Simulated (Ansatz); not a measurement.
Correlation energies of AlH₉N₂Si₂ (`N[Si](N)([AlH2])[SiH3]`) by basis set

| atom | x (Å) | y (Å) | z (Å) |
| --- | --- | --- | --- |
| N1 | -0.6326 | -0.7597 | 1.6966 |
| Si2 | -0.3395 | -0.1478 | 0.1038 |
| N3 | -1.8523 | 0.4135 | -0.5044 |
| Al4 | 0.5417 | -1.7003 | -1.6109 |
| Si5 | 1.2586 | 1.5558 | 0.4549 |
| H6 | -1.2529 | -1.5431 | 1.8315 |
| H7 | 0.1069 | -0.7591 | 2.3805 |
| H8 | -2.0608 | 0.3695 | -1.4877 |
| H9 | -2.3636 | 1.1500 | -0.0430 |
| H10 | -0.1051 | -1.8010 | -3.0680 |
| H11 | 1.8039 | -2.6239 | -1.3050 |
| H12 | 0.6722 | 2.7525 | 1.1263 |
| H13 | 1.8126 | 2.0033 | -0.8569 |
| H14 | 2.4110 | 1.0904 | 1.2823 |

Total charge 0; spin multiplicity 1. Geometry: relaxed with PBE0-D4/def2-TZVP. It is one conformer, not always the lowest. Frozen core, restricted reference, the Gaussian-basis code of Ansatz. CBS rows extrapolate triple and quadruple zeta; past MP2 they add the triple-zeta difference.

```json
{"basis": "def2-TZVPP", "HF (Eh)": "-934.03574", "MP2 corr.": "-0.75995"}
{"basis": "def2-QZVPP", "HF (Eh)": "-934.06686", "MP2 corr.": "-0.81604"}
```

Estimate the CCSD correlation energy and the (T) correction in each basis where they were run (hartree).


| basis | CCSD corr. | (T) |
| --- | --- | --- |
| def2-TZVPP | -0.82585 | -0.03091 |
| CBS(def2) | -0.92349 | as TZ |
